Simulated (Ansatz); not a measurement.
Calculated with Ansatz (gas phase, PBE0-D4/def2-TZVP geometries, no zero-point term in ΔE). CCSD(T)/CBS adds triple-zeta CCSD(T) − MP2 to the extrapolated MP2 energy (def2 sets, frozen cores). This one scheme is used for every species. Functionals use def2-TZVPP. B3LYP here is the variant with VWN-RPA as its local correlation; programs differ in this. HSE06 is defined as in plane-wave codes. Elements past krypton have def2 core potentials. For I outer-core shells are correlated without core-valence functions, which leaves a few kJ/mol of doubt a bond. Each species was taken in one conformer, which may not be the lowest.

`N=[CH][AlH][OH]` + HI → `[OH][AlH][I]` + `C=N`  (ligand exchange at the Al–C bond)

| level | ΔE (kJ/mol) | difference from CCSD(T)/CBS |
| --- | --- | --- |
| LDA (SPW92) | -156.3 | 13.7 |
| PBE-D4 | -160.4 | 9.6 |
| revPBE-D4 | -158.2 | 11.8 |
| BLYP-D4 | -154.2 | 15.8 |
| r2SCAN-D4 | -168.6 | 1.4 |
| B97M-V | -159.9 | 10.1 |
| B3LYP-D4 | -162.1 | 7.9 |
| r2SCANh-D4 | -170.9 | -0.9 |
| r2SCAN0-D4 | -174.1 | -4.1 |
| HSE06-D4 | -169.0 | 1.0 |
| BHLYP-D4 | -172.7 | -2.7 |
| CAM-B3LYP-D4 | -161.5 | 8.5 |
| ωB97M-V | -164.6 | 5.4 |
| PBE-QIDH | -175.0 | -5.0 |
| PBE | -161.0 | 9.0 |
| revPBE | -162.5 | 7.5 |
| BLYP | -156.0 | 14.0 |
| r2SCAN | -169.0 | 1.0 |
| PBE0 | -169.1 | 0.9 |
| r2SCANh | -171.2 | -1.2 |
| r2SCAN0 | -174.4 | -4.4 |
| HSE06 | -169.3 | 0.7 |
| BHLYP | -171.3 | -1.3 |
| LC-ωPBE | -167.1 | 2.9 |
| RPA@PBE/def2-TZVPP | -155.7 | 14.3 |
| HF/def2-SVP | -181.6 | -11.6 |
| MP2/def2-SVP | -172.1 | -2.1 |
| CCSD/def2-SVP | -166.9 | 3.1 |
| CCSD(T)/def2-SVP | -164.7 | 5.3 |
| HF/def2-TZVPP | -183.5 | -13.5 |
| MP2/def2-TZVPP | -174.1 | -4.1 |
| SCS-MP2/def2-TZVPP | -170.2 | -0.2 |
| CCSD/def2-TZVPP | -166.4 | 3.6 |
| CCSD(T)/def2-TZVPP | -164.5 | 5.5 |
| HF/def2-QZVPP | -182.9 | -12.9 |
| MP2/def2-QZVPP | -177.0 | -7.0 |
| SCS-MP2/def2-QZVPP | -173.1 | -3.1 |
| HF/CBS(def2) | -182.8 | -12.8 |
| MP2/CBS(def2) | -179.5 | -9.5 |
| CCSD/CBS(def2) | -171.9 | -1.9 |
| CCSD(T)/CBS | -170.0 | 0 |

Largest T1 diagnostic among the species: 0.013.

In def2-TZVPP, CCSD(T) changes the Hartree–Fock value by +19.0 kJ/mol (the triples alone add +1.9 kJ/mol) and MP2 by +9.4 kJ/mol. Leaving LDA and LC-ωPBE aside and taking each functional with its dispersion term where it has one, the values spread over 20.9 kJ/mol, from PBE-QIDH to BLYP-D4. LDA lies +4.7 kJ/mol from PBE without D4.
